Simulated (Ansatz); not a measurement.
Molecule: sum formula Si₂NH₇, net charge 0, singlet state. SMILES: [SiH3]N[SiH3]
Structure (B3LYP-D3(BJ)/def2-TZVP (Ansatz, an electronic-structure program) minimum search):
```
N
H 1 1.0119
Si 1 1.7300 2 115.20
Si 1 1.7300 2 115.20 3 -175.84
H 3 1.4786 1 107.45 2 171.58
H 4 1.4786 1 107.45 2 -171.58
H 3 1.4834 5 110.01 1 120.46
H 4 1.4834 6 110.01 1 -120.46
H 3 1.4851 5 108.83 7 117.17
H 4 1.4851 6 108.83 8 -117.17
```

Property: vertical ionisation energy (to the doublet state of charge +1; each state is the SCF solution reached for its spin), in eV. Cores are frozen in the correlated levels unless marked. UHF or UKS for open shells. No spin-orbit coupling. Non-relativistic. CBS(X,Y): correlation extrapolated as X^-3; Hartree-Fock from the larger set. The bracket is a focal-point correction in the basis named.

```
level               program  vertical ionisation energy (eV)
------------------  -------  -------------------------------
HF/aug-cc-pV(D+d)Z   Ansatz                             8.61
```

What does RI-MP2/CBS(aug-cc-pV(T+d)Z,aug-cc-pV(Q+d)Z)+[CCSD(T)-MP2]/aug-cc-pV(T+d)Z (Ansatz) give?

9.94 eV
